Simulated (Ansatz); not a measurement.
```yaml
crystal:
  periodic: [false, false, false]
  atoms:
    - {symbol: C, position_ang: [-0.312929, -0.891431, 1.169071]}
    - {symbol: Si, position_ang: [0.415003, 0.213518, -0.212535]}
    - {symbol: O, position_ang: [1.710067, 0.166873, -0.016031]}
    - {symbol: N, position_ang: [-0.101905, -0.417270, -1.824370]}
    - {symbol: C, position_ang: [-1.015012, 0.727200, -1.869616]}
    - {symbol: O, position_ang: [-0.677534, 1.557825, -0.384586]}
    - {symbol: H, position_ang: [0.059095, -1.861237, 1.173114]}
    - {symbol: H, position_ang: [-0.986356, -0.790080, 1.127236]}
    - {symbol: H, position_ang: [-0.139173, -0.544170, 2.361991]}
    - {symbol: H, position_ang: [2.283022, 0.556414, 0.577937]}
    - {symbol: H, position_ang: [-1.448393, 1.118224, -2.549986]}
basis:
  gaussian: {orbitals: cc-pVDZ, fitting: {mean_field: cc-pVTZ-jkfit}}
hamiltonian: {xc: {name: HF}}
correlation: {method: mp2, frozen_orbitals: {C: 0}}
scf: {lower_state_search: light}
```

```sh
$ ansatz run in.yaml --threads 4 --pin off --events-out ev --progress --plain --max-ram 10444MiB
```

**Question.** How does Ansatz answer? (Best estimate.)

**Answer.** Ansatz gave: The program refused the input.
```
Functional definition: HF
Error: "frozen_orbitals" has no count for Si
```
